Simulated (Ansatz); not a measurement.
`[NH2][Al]([F])[Br]` + HBr → `[F][Al]([Br])[Br]` + NH₃ at 500 K and 1 bar (ligand exchange at the Al–N bond).

Calculated with Ansatz (gas phase, PBE0-D4/def2-TZVP geometries, no zero-point term in ΔE). CCSD(T)/CBS adds triple-zeta CCSD(T) − MP2 to the extrapolated MP2 energy (def2 sets, frozen cores). This one scheme is used for every species. For Br outer-core shells are correlated without core-valence functions, which leaves a few kJ/mol of doubt a bond. Scalar relativity is left out up to krypton. Each species was taken in one conformer, which may not be the lowest.

```csv
species,CCSD(T)/CBS energy (Eh),H − E (kJ/mol),S (J/(mol·K))
`[NH2][Al]([F])[Br]`,-2971.22802,114.2,375.8
HBr,-2573.91920,30.5,213.7
`[F][Al]([Br])[Br]`,-5488.66195,44.9,372.9
NH₃,-56.50880,108.2,211.8
```

H − E and S are ideal-gas, rigid-rotor, harmonic terms from PBE0-D4/def2-TZVP, for one conformer and one mirror image of each species. 1 Eh = 2625.50 kJ/mol, R = 8.31446 J/(mol·K).

Task: By hand: ΔE, ΔH, ΔS and ΔG.

Result: ΔE = (-5488.66195) + (-56.50880) − (-2971.22802) − (-2573.91920) = -0.02353 Eh = -61.8 kJ/mol. Δ(H − E) = 44.9 + 108.2 − 114.2 − 30.5 = 8.4, so ΔH = -53.4 kJ/mol. ΔS = 372.9 + 211.8 − 375.8 − 213.7 = -4.8 J/(mol·K). ΔG = -53.4 − 500 × (-4.8)/1000 = -51.0 kJ/mol.

Task: By hand: the equilibrium constant, and the temperature at which ΔG would vanish if ΔH and ΔS stayed fixed.

Result: log₁₀ K = −ΔG/(RT ln 10) = 5.3. ΔG = 0 at ΔH/ΔS = 11125 K, far beyond where these terms or the molecules hold.

The number of gas molecules stays the same, so ΔS is small and ΔH decides. A doubt of 5 kJ/mol in ΔE shifts log₁₀ K by 0.5 here. Other conformers and mirror images would add mixing entropy, several J/(mol·K) or more a flexible species. These are equilibria of isolated gas molecules and say nothing of rates. Largest T1 diagnostic: 0.009 (customary marks: 0.02 for closed shells, 0.045 for open ones).
